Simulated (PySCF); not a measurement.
C₂H₆AlF, triplet, geometry from GFN2-xTB (such geometries of metal compounds can be far from the true shape) (a higher spin typed on purpose: for a closed-shell molecule this is an excited state). Base run: PySCF with HF/STO-3G.

Here is a job for PySCF.
```python
from pyscf import gto, scf

mol = gto.Mole()
mol.atom = '''
    Al    0.19980914   -0.19312548    0.17540542
    C     1.86426202   -0.01408556   -1.33131879
    H     2.71149304   -0.59501172   -0.98260111
    H     2.10194063    1.04149136   -1.40422681
    H     1.47358845   -0.39396865   -2.26892868
    C    -1.33990430   -0.49273228    1.79163399
    H    -2.20356044   -0.94327075    1.31501834
    H    -1.57520826    0.49218926    2.17972022
    H    -0.91915931   -1.13736804    2.55602788
    F    -0.81475103    0.78749742   -0.71524128
'''
mol.basis = 'sto-3g'
mol.spin = 2
mol.verbose = 4
mol.build()

mf = scf.UHF(mol)
mf.kernel()
```

Variants of this job, named by their change:

```json
[
 {"change": "base", "ΔE vs base (mEh)": "0.000", "SCF cycles": "12", "<S^2>": "2.020", "outcome": "converged"},
 {"change": "level_shift = 0.1 (with mf.max_cycle = 100)", "ΔE vs base (mEh)": "0.000", "SCF cycles": "12", "<S^2>": "2.020", "outcome": "converged"},
 {"change": "init_guess = sap", "ΔE vs base (mEh)": "-", "SCF cycles": "50", "<S^2>": "-", "outcome": "not converged"},
 {"change": "conv_tol = 1e-12", "ΔE vs base (mEh)": "0.000", "SCF cycles": "14", "<S^2>": "2.020", "outcome": "converged"},
 {"change": "conv_tol_grad = 1e-7", "ΔE vs base (mEh)": "0.000", "SCF cycles": "15", "<S^2>": "2.020", "outcome": "converged"},
 {"change": "diis_space = 20", "ΔE vs base (mEh)": "0.000", "SCF cycles": "12", "<S^2>": "2.020", "outcome": "converged"},
 {"change": "level_shift = 0.5 (with mf.max_cycle = 100)", "ΔE vs base (mEh)": "0.000", "SCF cycles": "18", "<S^2>": "2.020", "outcome": "converged"},
 {"change": "diis = off (with mf.max_cycle = 100)", "ΔE vs base (mEh)": "0.000", "SCF cycles": "22", "<S^2>": "2.020", "outcome": "converged"},
 {"change": "level_shift = 1.0 (with mf.max_cycle = 100)", "ΔE vs base (mEh)": "0.000", "SCF cycles": "28", "<S^2>": "2.020", "outcome": "converged"},
 {"change": "DIIS = EDIIS", "ΔE vs base (mEh)": "-", "SCF cycles": "50", "<S^2>": "-", "outcome": "not converged"},
 {"change": "diis_space = 4", "ΔE vs base (mEh)": "0.000", "SCF cycles": "13", "<S^2>": "2.020", "outcome": "converged"},
 {"change": "diis_space = 12", "ΔE vs base (mEh)": "0.000", "SCF cycles": "12", "<S^2>": "2.020", "outcome": "converged"},
 {"change": "init_guess = atom", "ΔE vs base (mEh)": "0.000", "SCF cycles": "12", "<S^2>": "2.020", "outcome": "converged"}
]
```

Open shells are given as the SCF converged; they aren't shown to be the lowest states, and a large step between rows can be another state.
